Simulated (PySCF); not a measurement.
B3LYP has the VWN-RPA correlation part, as in Gaussian. Delta-SCF ions had no search for a lower state. Excitations are Tamm–Dancoff values on a coarser integration grid. The basis has no diffuse functions, so Rydberg states are missing or too high.

Species: [Al(H)3(NH3)] (charge 0, multiplicity 1).

### Question
Estimate the charge on the central atom (meta-Löwdin), charge on the central atom (Mulliken), S1 excitation (TDA), HOMO, S1 oscillator strength, vertical ionisation energy (Delta-SCF), T1 excitation (TDA) and LUMO that B3LYP-D3(BJ)/def2-TZVP // B3LYP-D3(BJ)/def2-SVP (PySCF) returns for this input.

### Answer

- charge on the central atom (meta-Löwdin): 0.26 e
- charge on the central atom (Mulliken): 0.23 e
- S1 excitation (TDA): 5.62 eV
- HOMO: -7.23 eV
- S1 oscillator strength: 0.003
- vertical ionisation energy (Delta-SCF): 9.89 eV
- T1 excitation (TDA): 5.45 eV
- LUMO: -0.72 eV
